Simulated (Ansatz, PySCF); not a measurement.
H3In (SMILES [InH3]) and NH3 (SMILES N) are pulled apart as rigid monomers along the line of their centres of mass, from the B3LYP-D3(BJ)/def2-TZVP minimum. Starting geometry (charge 0, multiplicity 1):
| atom | x (Å) | y (Å) | z (Å) |
|---|---|---|---|
| In | 0.6411 | 0.5716 | 0.7356 |
| H | 1.7057 | -0.7881 | 0.5129 |
| H | -0.7505 | 0.7307 | -0.2988 |
| H | 1.2379 | 1.9805 | 1.5667 |
| N | -0.5583 | -0.3534 | 2.6348 |
| H | -1.2680 | 0.2934 | 2.9614 |
| H | 0.0759 | -0.5413 | 3.4036 |
| H | -1.0152 | -1.2229 | 2.3823 |

Interaction energies with rigid monomers; basis-set methods are counterpoise corrected unless marked otherwise.

Frozen-core correlation. Filled d and f shells under p-block atoms count as core. Rows in STO-3G carry no dispersion term and start afresh at each structure; the Pople sets are all-electron and without relativity.

The values were computed with Ansatz (Gaussian basis) for Hartree–Fock, density functionals and correlated methods; PySCF for STO-3G rows, the dispersion terms.  In def2 rows elements past Kr take small-core potentials, without spin–orbit coupling.

```json
[
 {"In1···N5 (Å)": "2.19", "HF/STO-3G (no counterpoise) (kJ/mol)": "-166.5", "PBE/def2-TZVPPD (kJ/mol)": "-62.1", "PBE-D4/def2-TZVPPD (kJ/mol)": "-68.0", "B3LYP/def2-TZVPPD (kJ/mol)": "-56.0", "CCSD/def2-SVPD (kJ/mol)": "-51.4"},
 {"In1···N5 (Å)": "2.43", "HF/STO-3G (no counterpoise) (kJ/mol)": "-157.6", "PBE/def2-TZVPPD (kJ/mol)": "-78.5", "PBE-D4/def2-TZVPPD (kJ/mol)": "[?]", "B3LYP/def2-TZVPPD (kJ/mol)": "[?]", "CCSD/def2-SVPD (kJ/mol)": "-75.3"},
 {"In1···N5 (Å)": "2.79", "HF/STO-3G (no counterpoise) (kJ/mol)": "-106.9", "PBE/def2-TZVPPD (kJ/mol)": "-65.0", "PBE-D4/def2-TZVPPD (kJ/mol)": "-69.6", "B3LYP/def2-TZVPPD (kJ/mol)": "-60.7", "CCSD/def2-SVPD (kJ/mol)": "-65.2"},
 {"In1···N5 (Å)": "3.40", "HF/STO-3G (no counterpoise) (kJ/mol)": "-39.9", "PBE/def2-TZVPPD (kJ/mol)": "-34.2", "PBE-D4/def2-TZVPPD (kJ/mol)": "-37.5", "B3LYP/def2-TZVPPD (kJ/mol)": "-31.5", "CCSD/def2-SVPD (kJ/mol)": "-35.6"},
 {"In1···N5 (Å)": "4.37", "HF/STO-3G (no counterpoise) (kJ/mol)": "-10.9", "PBE/def2-TZVPPD (kJ/mol)": "-11.5", "PBE-D4/def2-TZVPPD (kJ/mol)": "-12.8", "B3LYP/def2-TZVPPD (kJ/mol)": "-10.4", "CCSD/def2-SVPD (kJ/mol)": "-12.8"}
]
```

Problem. Some entries are withheld; supply them.

Solution. 
- 2.43, PBE-D4/def2-TZVPPD (kJ/mol): -83.9
- 2.43, B3LYP/def2-TZVPPD (kJ/mol): -73.3

Ansatz is an electronic-structure program.
